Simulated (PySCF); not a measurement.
## AsF₂⁺: one-bond stretch

All numbers come from PBE0/[As def2-TZVP, F def2-TZVP], no relativity, density fitting, PySCF.

Rigid scan from the singlet minimum (As–F 1.656 Å (×2); F–As–F 98.4°). Coordinate: the bond from As to the last atom (F) scaled, the rest fixed. Energies in kJ/mol from the minimum.

Question: Predict the curve at 0.92, 0.96, 1.00, 1.05, 1.12, 1.20, 1.35, 1.55, 1.80, 2.20.

Answer: 
| scale of one bond | E (kJ/mol) | dipole size (D, about the centre of mass) |
| --- | --- | --- |
| 0.92 | 43.0 | 2.32 |
| 0.96 | 9.4 | 2.46 |
| 1.00 | 0.0 | 2.64 |
| 1.05 | 11.1 | 2.90 |
| 1.12 | 52.5 | 3.32 |
| 1.20 | 118.2 | 3.80 |
| 1.35 | 253.3 | 4.62 |
| 1.55 | 411.7 | – |
| 1.80 | 552.2 | – |
| 2.20 | 672.9 | – |

At long bonds a restricted determinant can lie too high, and another spin state can fall below this curve.
